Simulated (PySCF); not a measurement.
**Relaxation of doublet IH6**

These are results of UPBE0/[I def2-TZVP with ECP28, H def2-TZVP], scalar-relativistic core potentials, density fitting, no spin–orbit coupling, PySCF, not measurements. A (50,194) grid was used.

A start displaced from a saddle point along its imaginary mode, of D3 symmetry, held to at least that symmetry:

Coordinates in bohr (charge 0 multiplicity 2):
```
I     0.0000    0.0000    0.0000
H     2.4830    0.2268    2.3668
H    -1.4379    2.0369    2.3668
H    -1.0451   -2.2637    2.3668
H     2.4830   -0.2267   -2.3668
H    -1.0451    2.2637   -2.3668
H    -1.4378   -2.0369   -2.3668
```

(1) What does it relax to?

(2) How much energy is released, and in how many steps?

Results:

(1) It ends at Oh with I–H 1.796 Å (×6); H–I–H 90.0° (×12), H–I–H 180.0° (×3). A frequency run shows a minimum.

(2) 122.7 kJ/mol in 9 steps.

Spin–orbit coupling, left out here, can matter for elements this heavy.

The relaxation took about 70 core-seconds on a shared host.
